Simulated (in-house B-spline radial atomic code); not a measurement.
RPA and G0W0 on r2SCAN0: S⁺

Configuration [Ne] 3s2 3p3, highest spin, mean-field start r2SCAN0. Computed with a B-spline radial code for spherical atoms: all electrons, scalar-relativistic (spin-free one-electron X2C), finite nucleus, each spin shell either full or empty, empty states to l = 9 with an (l + 1/2)⁻⁴ tail; G0W0 by contour deformation at full frequency.

Command:
```bash
python run_gw.py task.json out
```
Settings (radii: box in bohr, nucleus in fm):
```
Z                        16
electrons                15
configuration            [Ne] 3s2 3p3
hamiltonian              x2c
method                   r2scan0
lmax                     9
rms_radius               3.2611
spin_polarised           True
box_radius               23.78
intervals                72
```

Time taken, with all properties: 1.1 s on 1 thread of Intel(R) Xeon(R) 6975P-C, on a shared host.

Energies (hartree):

```json
{"term": "mean-field total", "value": "-398.80591"}
{"term": "Hartree-Fock functional on these orbitals", "value": "-398.25616"}
{"term": "direct second order", "value": "-0.95489"}
{"term": "second-order exchange", "value": "0.34977"}
{"term": "SOSEX correction", "value": "0.3171"}
```

Task: What is the RPA correlation energy, and what remains with SOSEX?

Result: RPA gives -0.8373 hartree (-1.52 eV per electron); RPA + SOSEX gives -0.5202, and the second-order doubles -0.60512 hartree (no singles). SOSEX takes back 38 % of the RPA value.

Quasi-particle levels (eV):

```
  level  occupied  mean field  Σx - vxc     Σc  QP weight     G0W0
  3p up       yes     -19.849     -3.50      ?          ?        ?
3s down       yes     -26.658     -2.40  -1.72      0.918   -30.78
3p down        no     -12.939      5.11  -2.61      0.927  -10.440
```

G0W0 = mean field + (Σx - vxc) + Σc, with Σc (partial-wave tail included) taken at the quasi-particle energy. Only the outer levels were computed. Levels of low weight are left out.

Task: Where does G0W0 put 3p up?

Result: At -23.460 eV, with Σc = -0.11 eV and a quasi-particle weight of 0.924. The tabulated removal energy is 23.338 eV (NIST, measured); the calculation leaves out spin-orbit coupling, Breit and QED terms, and what these don't explain is the method's own error.
